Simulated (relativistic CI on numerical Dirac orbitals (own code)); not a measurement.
He I: what numerical and physical settings do to a radial Dirac CI calculation

Reference input:

```
atom He  Z=2  charge=0  electrons=2
nucleus A=4  rms_radius_fm=1.6755
hamiltonian dirac-coulomb  breit=on  qed=on  c_scale=1
orbitals kli  potential=per-configuration
slater_scale 1
correlation none
mixing on
grid step=0.0125 r_max=60
scf mixing=0.4 start=green max_iterations=150 tolerance=2e-08 node_fill=0.05
configurations
  1s2
end
```

Computed lowest total energy -2.86173 Ha, 9 SCF steps. Runs with settings changed; * marks those that are bad on purpose (the QED terms keep the true α when c is scaled):

| Changed | Outcome | Lowest level | ΔE (Ha) | First excitation (cm⁻¹) | SCF steps | Message |
| --- | --- | --- | --- | --- | --- | --- |
| QED terms off, end of the grid at 42.0 bohr | converged | 1s2 1S_0 | -2.27e-05 |  | 9 |  |
| start potential bare | converged | 1s2 1S_0 | 1.89e-13 |  | 9 |  |
| iteration limit 20 | converged | 1s2 1S_0 | 0 |  | 9 |  |
| Breit term off | converged | 1s2 1S_0 | -6.38e-05 |  | 9 |  |
| node fill of the KLI weights 50 * | converged | 1s2 1S_0 | -1.33e-15 |  | 9 |  |
| speed of light × 0.05 * | converged | 1s2 1S_0 | -0.0293 |  | 9 |  |

With so few configurations and no correlation, terms lie too far apart (by 10 to 50 % near neutrality), their order can be wrong, and levels of other configurations are missing.
